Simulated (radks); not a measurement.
Removal energies from the copper ion Cu3+, [Ar] 3d8, by Delta-SCF beside the eigenvalue of the level emptied. Calculated with a radial shooting solver on a logarithmic mesh with Libxc functionals: scalar-relativistic Kohn-Sham, PBEsol, spin-polarised, spherical densities, finite nucleus; Fermi nuclear charge, rms radius of each element as measured or else 0.836 A^(1/3) + 0.57 fm. Open shells are filled with parallel spins first.

| removed from | final configuration | Delta-SCF (eV) | -eigenvalue (eV) |
|---|---|---|---|
| 3d | [Ar] 3d7 | 57.971 | 47.616 |
| 3p | [Ne] 3s2 3p5 3d8 | 127.46 | 116.29 |
| 3s | [Ne] 3s1 3p6 3d8 | 170.39 | 158.99 |
| 2p | [He] 2s2 2p5 3s2 3p6 3d8 | 995.26 | 962.93 |
